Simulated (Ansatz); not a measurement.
`Brc1ccccc1` → Br• + 6 C• + 5 H•  (atomization)

Program: Ansatz. Geometries: PBE0-D4/def2-TZVP. ΔE: electronic, gas phase. CCSD(T)/CBS is the MP2 limit (def2-TZVPP, def2-QZVPP) plus CCSD(T) − MP2 in def2-TZVPP, frozen cores. This one scheme is used for every species, atoms too. Functionals use def2-TZVPP. Open shells (•) are unrestricted, without spin–orbit coupling. Spin–orbit coupling would lower the free atoms: a little for C; clearly for Br. For Br outer-core shells are correlated without core-valence functions, so the limit isn't a true one: a few kJ/mol of doubt a bond, and 10 to 20 or more in all where bonds break to atoms. Scalar relativity is left out up to krypton.

```tsv
level	ΔE (kJ/mol)	difference from CCSD(T)/CBS
B97M-V	5618.9	42.7
PBE0-D4	5700.1	123.9
r2SCAN0-D4	5552.7	-23.5
ωB97M-V	5599.0	22.8
B2PLYP	5551.1	-25.1
r2SCAN	5635.6	59.4
CAM-B3LYP	5572.3	-3.9
CCSD(T)/def2-TZVPP	5442.0	-134.2
HF/CBS(def2)	4113.4	-1462.8
CCSD/CBS(def2)	5460.3	-115.9
CCSD(T)/CBS	5576.2	0
```

Largest T1 diagnostic among the species: 0.009.

From r2SCAN to r2SCAN0 (25 % exact exchange), in def2-TZVPP and without D4, ΔE moves by −93.3 kJ/mol: exact exchange takes away binding that semilocal exchange gives to molecules. In def2-TZVPP, CCSD(T) changes the Hartree–Fock value by +1332.7 kJ/mol (the triples alone add +115.9 kJ/mol) and MP2 by +1516.6 kJ/mol; breaking electron pairs costs correlation energy, which Hartree–Fock lacks. At CCSD(T), def2-SVP lies −204.4 kJ/mol from the extrapolated value and def2-TZVPP −134.2 kJ/mol: correlation converges slowly with the basis, and small sets miss more of it in the bonded molecule than in its fragments.

For atomizations the MP2-based limit and the directly extrapolated one differ by several kJ/mol either way, and by 10 to 25 for some Ge, Se and Sn compounds, so smaller differences from it don't rank the levels.
